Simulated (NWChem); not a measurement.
System: 1,3,5-trisilacyclohexane (C3H12Si3); SMILES C1[SiH2]C[SiH2]C[SiH2]1

```xyz
18

C     -0.3245     1.7622    -0.3784
Si     1.3924     1.1865     0.1756
C      1.6884    -0.6001    -0.3784
Si     0.3313    -1.7991     0.1756
C     -1.3639    -1.1621    -0.3784
Si    -1.7237     0.6126     0.1756
H     -0.3373     1.8325    -1.4754
H     -0.5108     2.7756     0.0014
H      2.4481     2.0854    -0.3773
H      1.4782     1.2598     1.6625
H      1.7556    -0.6241    -1.4754
H      2.6591    -0.9454     0.0014
H      0.5820    -3.1628    -0.3773
H      0.3519    -1.9101     1.6625
H     -2.1483    -1.8301     0.0014
H     -1.4183    -1.2083    -1.4754
H     -1.8302     0.6503     1.6625
H     -3.0301     1.0774    -0.3773
```
Atoms are numbered in this order, from 1.

Computed with NWChem. Geometry: optimised at B3LYP/6-31G* (spherical d). Level MN15/def2-SVP: energy and gradient on several grids; changes count from the extra-fine grid, which is no exact limit either.

```json
[
 {"grid": "xcoarse", "size of the energy change (μHa)": "30000", "largest change of a gradient component (μHa/bohr)": "2000", "time, medium = 1 (rough)": "about 1"},
 {"grid": "coarse", "size of the energy change (μHa)": "200", "largest change of a gradient component (μHa/bohr)": "600", "time, medium = 1 (rough)": "about 1"},
 {"grid": "medium", "size of the energy change (μHa)": "40", "largest change of a gradient component (μHa/bohr)": "200", "time, medium = 1 (rough)": "about 1"},
 {"grid": "fine", "size of the energy change (μHa)": "< 10", "largest change of a gradient component (μHa/bohr)": "100", "time, medium = 1 (rough)": "about 1"},
 {"grid": "xfine", "size of the energy change (μHa)": "< 10", "largest change of a gradient component (μHa/bohr)": "< 30", "time, medium = 1 (rough)": "2"}
]
```
